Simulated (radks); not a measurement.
All-electron atom: Co2+ in [Ar] 3d4 4s2 4p1 (not the ground configuration). Method: Dirac Kohn-Sham, BLYP, spin-unpolarised, spherical densities, point nucleus; open shells fill j = l - 1/2 first; computed with a radial shooting solver on a logarithmic mesh with Libxc functionals.

Spin-orbit splittings of the eigenvalues, e(l+1/2) - e(l-1/2), with zeta = 2 splitting/(2l+1) and mean radii in bohr:

| shell | occ. | splitting (eV) | zeta (eV) | <r> j=l-1/2 | <r> j=l+1/2 |
|---|---|---|---|---|---|
| 2p | 6 | ? | ? | 0.2229 | 0.2260 |
| 3p | 6 | 2.017 | 1.345 | 0.7773 | 0.7856 |
| 3d | 4 | 0.2597 | 0.1039 | 0.8556 | 0.8586 |
| 4p | 1 | 0.2179 | 0.1453 | 2.439 | 2.460 |

Estimate the 2p splitting.

Answer. 14.81 eV (zeta = 9.877 eV).
